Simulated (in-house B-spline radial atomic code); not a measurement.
## RPA and G0W0 on Hartree-Fock: the mercury ion Hg⁺

Configuration [Xe] 4f14 5d10 6s1, highest spin, mean-field start Hartree-Fock. Computed with a B-spline radial code for spherical atoms: all electrons, scalar-relativistic (spin-free one-electron X2C), finite nucleus, each spin shell either full or empty, empty states to l = 9 with an (l + 1/2)⁻⁴ tail; G0W0 by contour deformation at full frequency.

Without the two-electron picture change, the correlation of inner shells comes somewhat too large for so heavy an element.

RPA overbinds a lone outer s electron by self-correlation, and G0W0 tends to as well.

Command:
```bash
python run_gw.py task.json out
```
Settings (radii: box in bohr, nucleus in fm):
```
Z                        80
electrons                79
configuration            [Xe] 4f14 5d10 6s1
hamiltonian              x2c
method                   hf
lmax                     9
rms_radius               5.4648
spin_polarised           True
box_radius               23.78
intervals                70
ion_configuration        [Xe] 4f14 5d10
```

Run time, properties included: 22 s on 1 thread of Arm Neoverse N1, on a shared host.

Energies (hartree):

```csv
term,value
mean-field total,-19619.82920
Hartree-Fock functional on these orbitals,-19619.82920
direct second order,-7.4979
second-order exchange,1.8748
SOSEX correction,1.7769
```

**Question.** What is the RPA correlation energy, and what remains with SOSEX?

**Answer.** RPA gives -6.6757 hartree (-2.3 eV per electron); RPA + SOSEX gives -4.8988, and the second-order doubles (MP2) -5.6231 hartree. SOSEX takes back 27 % of the RPA value.

Quasi-particle levels (eV):

```json
{"level": "6s up", "occupied": "yes", "mean field": "-17.389", "Σx - vxc": "0.00", "Σc": "?", "QP weight": "?", "G0W0": "?"}
{"level": "5d down", "occupied": "yes", "mean field": "-25.123", "Σx - vxc": "0.00", "Σc": "-0.10", "QP weight": "0.942", "G0W0": "-25.223"}
{"level": "5d up", "occupied": "yes", "mean field": "-25.447", "Σx - vxc": "0.00", "Σc": "-0.07", "QP weight": "0.941", "G0W0": "-25.518"}
{"level": "6s down", "occupied": "no", "mean field": "-8.150", "Σx - vxc": "0.00", "Σc": "-1.86", "QP weight": "0.967", "G0W0": "-10.012"}
```

G0W0 = mean field + (Σx - vxc) + Σc, with Σc (partial-wave tail included) taken at the quasi-particle energy. Only the outer levels were computed. Levels of low weight are left out.

**Question.** Where does G0W0 put 6s up?

**Answer.** At -18.897 eV, with Σc = -1.51 eV and a quasi-particle weight of 0.966. The tabulated removal energy is 18.757 eV (NIST, measured); the calculation leaves out spin-orbit coupling, Breit and QED terms, and what these don't explain is the method's own error.

**Question.** What does it cost to remove one electron (to [Xe] 4f14 5d10) by differences of total energies, each species on its own start (correlation terms add to the Hartree-Fock functional)?

**Answer.** Hartree-Fock functional 17.122 eV, + RPA 18.806 eV, + RPA + SOSEX 18.304 eV, + second order 19.108 eV. Tabulated: 18.757 eV (NIST, measured); the calculation leaves out spin-orbit coupling, Breit and QED terms, and what these don't explain is the method's own error.
